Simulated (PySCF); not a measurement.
BH₃OS, SMILES B(O)S. The structure is a stationary point at TPSSh-D3(BJ)/def2-TZVP. Other conformers were not sampled.

Computed equilibrium geometry at TPSSh-D3(BJ)/def2-TZVP (PySCF confirms it by a frequency run) as a Z-matrix, and its point group (one conformer of several):
point group Cs.
```
B
O 1 1.3581
H 2 0.9651 1 115.13
H 1 1.1894 2 117.80 3 180.00
S 1 1.8146 4 115.98 2 180.00
H 5 1.3458 1 98.86 4 180.00
```
Charge 0, spin multiplicity 1.
